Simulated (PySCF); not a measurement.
Isomers of C9H13N, from PBE0-D3(BJ)/def2-SVP geometry optimisation, gas phase (PySCF 2.14.0). One conformer each, no zero-point energy, no frequencies.

Question: Which is lower in electronic energy at this level?
A. `[CH3:1][CH:2]([CH3:3])[c:4]1[cH:5][cH:6][cH:7][cH:8][c:9]1[NH2:10]` with C1–C2–C4–C5 -104°: A = 2069, B = 1125, C = 807.3 MHz, dipole 1.87 D
B. `CN(C)C1=C[C@@H]2C=C[C@H]1C2`: A = 2710, B = 1072, C = 938.9 MHz, dipole 1.45 D

Answer: A. That is `CC(C)c1ccccc1N`, 56.0 kcal/mol below the other.

```tsv
SMILES	mapped SMILES	E (Eh)	relative (kcal/mol)	relative (kJ/mol)	dipole (D)
CC(C)c1ccccc1N	[CH3:1][CH:2]([CH3:3])[c:4]1[cH:5][cH:6][cH:7][cH:8][c:9]1[NH2:10]	-404.79723	0.0	0.0	1.87
CN(C)C1=C[C@@H]2C=C[C@H]1C2	[CH3:1][N:2]([CH3:3])[C:4]1=[CH:5][C@@H:6]2[CH:7]=[CH:8][C@H:9]1[CH2:10]2	-404.70794	56.0	234.4	1.45
```

As drawn, the lower has an aromatic ring and an N–H bond, which the higher lacks; the higher has a C=C bond outside aromatic rings, which the lower lacks.
